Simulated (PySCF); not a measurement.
C₉H₁₅N.
Numbering: `[CH:1]1=[N:2][CH2:3][C@@H:4]([CH:5]2[CH2:6][CH2:7][CH2:8]2)[CH2:9][CH2:10]1`

NICS = −σ at a ghost point: NICS(0) at the centroid of the ring atoms, NICS(1) 1 Å to either side along the normal of their mean plane, zz for the tensor component along that normal. Level: GIAO PBE0/pcSseg-1 (PySCF, non-relativistic, gas phase) on the GFN2-xTB geometry, one conformer.

Rings: 1. C1–N2–C3–C4–C9–C10; 2. C5–C6–C7–C8.

```
set  NICS(0)  NICS(1), two faces  NICS(1)zz, two faces
  P      0.7         -2.5 / -1.2            -1.6 / 1.2
  Q      0.4         -0.2 / -0.2             5.8 / 4.2
```

Question: Which set (ppm) belongs to which ring?

Answer: P = 1, Q = 2.
- 1 (6-membered ring with N; formal bonds 1 double, 5 single): mean NICS(1)zz -0.2 ppm, near zero. C3, C4, C9, C10 have four or more neighbours; no verdict on aromaticity is drawn.
- 2 (4-membered carbocycle; formal bonds all single): mean NICS(1)zz 5.0 ppm, deshielded. C5, C6, C7, C8 have four or more neighbours, and the NICS criterion for π rings isn't applied.

Question: How do the rings differ in shape?

Answer: 
```json
{"ring": "1", "bond lengths (Å)": "1.254, 1.437, 1.535, 1.532, 1.528, 1.501", "rms pucker (Å)": "0.19", "HOMA": "–", "nearest outside atom to a NICS(1) probe (Å)": "hydrogen 1.32"}
{"ring": "2", "bond lengths (Å)": "1.541, 1.536, 1.535, 1.540", "rms pucker (Å)": "0.08", "HOMA": "–", "nearest outside atom to a NICS(1) probe (Å)": "hydrogen 1.50"}
```
